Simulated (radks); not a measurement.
Results of a calculation; reference values are marked as such.
Problem. Species: Rh13+. Configuration: [Ar] 3d10 4s2 4p2. Code: a radial shooting solver on a logarithmic mesh with Libxc functionals. Model: scalar-relativistic Kohn-Sham, r2SCAN, spin-polarised, spherical densities, finite nucleus; open shells are filled with parallel spins first (spin-orbit coupling, left out, can overturn this in heavy ions); meta-GGA in the generalised Kohn-Sham scheme; Fermi nuclear charge, rms radius 4.4945 fm. Some entries of the table are withheld. Estimate them.

orbital  occ.  eigenvalue (hartree)  <r> (bohr)
1s up       1             -859.2099     0.03263
1s down     1             -859.1762     0.03263
2s up       1             -134.1634      0.1418
2s down     1             -134.1557      0.1417
2p up       3             -121.2788      0.1236
2p down     3             -121.2540      0.1236
3s up       1             -32.57176      0.3874
3s down     1             -32.54844      0.3873
3p up       3             -28.28795      0.3867
3p down     3             -28.25704      0.3865
3d up       5                   (1)      0.3649
3d down     5                   (2)      0.3644
4s up       1                   (3)      0.8799
4s down     1                   (4)      0.8796
4p up       2                   (5)      0.9195
4p down     0                   (6)      0.9192

Solution. 
(1) 3d up eigenvalue (hartree): -21.48498
(2) 3d down eigenvalue (hartree): -21.44969
(3) 4s up eigenvalue (hartree): -12.23229
(4) 4s down eigenvalue (hartree): -11.97926
(5) 4p up eigenvalue (hartree): -10.81913
(6) 4p down eigenvalue (hartree): -10.57000
